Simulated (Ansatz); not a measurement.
Computed with Ansatz on PBE0-D4/def2-TZVP structures; ΔE is electronic, products minus reactants. CCSD(T)/CBS is the MP2 limit (def2-TZVPP, def2-QZVPP) plus CCSD(T) − MP2 in def2-TZVPP, frozen cores. Functionals use def2-TZVPP. Each species was taken in one conformer, which may not be the lowest.

`OC1(Cl)C[SiH2]1` → `CC1(Cl)O[SiH2]1`  (isomerisation)

Problem. Is it downhill or uphill in electronic energy at CCSD(T)/CBS, and by how much? (An estimate is asked.)

Solution. The calculation gave: Downhill: ΔE = -101.2 kJ/mol.

Problem. What do these levels give: revPBE-D4, r2SCANh-D4, CAM-B3LYP-D4, PBE-QIDH, r2SCANh, MP2/CBS(def2)? (Estimate.)

Solution. Computed: revPBE-D4 -93.8, r2SCANh-D4 -98.5, CAM-B3LYP-D4 -100.6, PBE-QIDH -97.0, r2SCANh -98.5, MP2/CBS(def2) -104.5 kJ/mol.

Largest T1 diagnostic among the species: 0.013.

At CCSD(T), def2-SVP lies +9.6 kJ/mol from the extrapolated value and def2-TZVPP −0.4 kJ/mol. From r2SCAN to r2SCAN0 (25 % exact exchange), in def2-TZVPP and without D4, ΔE moves by +3.2 kJ/mol. Leaving LDA and LC-ωPBE aside and taking each functional with its dispersion term where it has one, the values, not all of them listed here, spread over 13.3 kJ/mol, from B2PLYP to PBE0-D4. LDA lies +7.7 kJ/mol from PBE without D4.
